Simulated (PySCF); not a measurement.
All numbers come from UPBE0 in PySCF with Ag def2-TZVP with ECP28, F def2-TZVP; scalar-relativistic core potentials, no spin–orbit coupling; density-fitted integrals.

```xyz
3
charge 0 multiplicity 2, angstrom
Ag    0.0000    0.0000    0.0000
F     0.0000    0.0000    1.9042
F     0.0000    0.0000   -1.9042
```

AgF₂ (doublet), along the line from Ag1 (at 0) through F2 (at 1.904 Å). Core electrons replaced by a potential are absent, the electrostatic potential uses the reduced nuclear charge, and values within about 0.7 Å of such atoms have no physical meaning.

Problem. Tabulate the fields along this line at 0.86, 0.95, 1.05, 1.14, 1.24, 1.33, 1.43, 1.52, 1.62, 1.71, 1.81, 2.00, 2.09, 2.19, 2.29, 2.38, 2.48, 2.57, 2.67, 2.76, 2.86, 2.95, 3.05 Å.

Solution. 
| distance (Å) | electron density (e/Å³) | spin density (e/Å³) | electron localisation function | electrostatic potential (V) |
| --- | --- | --- | --- | --- |
| 0.86 | 1.19 | 0.0796 | 0.185 | 24.8 |
| 0.95 | 0.896 | 0.00905 | 0.157 | 18 |
| 1.05 | 0.881 | -0.0128 | 0.245 | 14.2 |
| 1.14 | 1.09 | -0.00482 | 0.487 | 13.1 |
| 1.24 | 1.57 | 0.0287 | 0.705 | 15.1 |
| 1.33 | 2.44 | 0.0943 | 0.783 | 22.1 |
| 1.43 | 3.87 | 0.206 | 0.786 | 37.6 |
| 1.52 | 6.05 | 0.387 | 0.715 | 69.9 |
| 1.62 | 8.96 | 0.65 | 0.434 | 138 |
| 1.71 | 15.5 | 0.911 | 0.0983 | 300 |
| 1.81 | 131 | 0.813 | 0.927 | 851 |
| 2.00 | 130 | 0.812 | 0.915 | 850 |
| 2.09 | 16.2 | 0.935 | 0.11 | 297 |
| 2.19 | 9.57 | 0.687 | 0.51 | 135 |
| 2.29 | 6.21 | 0.432 | 0.764 | 66 |
| 2.38 | 3.72 | 0.256 | 0.816 | 33.2 |
| 2.48 | 2.15 | 0.149 | 0.811 | 16.7 |
| 2.57 | 1.22 | 0.0847 | 0.776 | 8.14 |
| 2.67 | 0.693 | 0.0485 | 0.715 | 3.56 |
| 2.76 | 0.404 | 0.0282 | 0.63 | 1.09 |
| 2.86 | 0.24 | 0.0166 | 0.529 | -0.237 |
| 2.95 | 0.145 | 0.00974 | 0.422 | -0.934 |
| 3.05 | 0.0881 | 0.0057 | 0.319 | -1.27 |

On a grid of 0.10 Å the density has a local minimum along the bond near 1.05 Å from Ag, at 0.88 e/Å³, where the ELF is 0.24.

Open d and f shells are described by one determinant, and the ground state may have another occupation or spin.
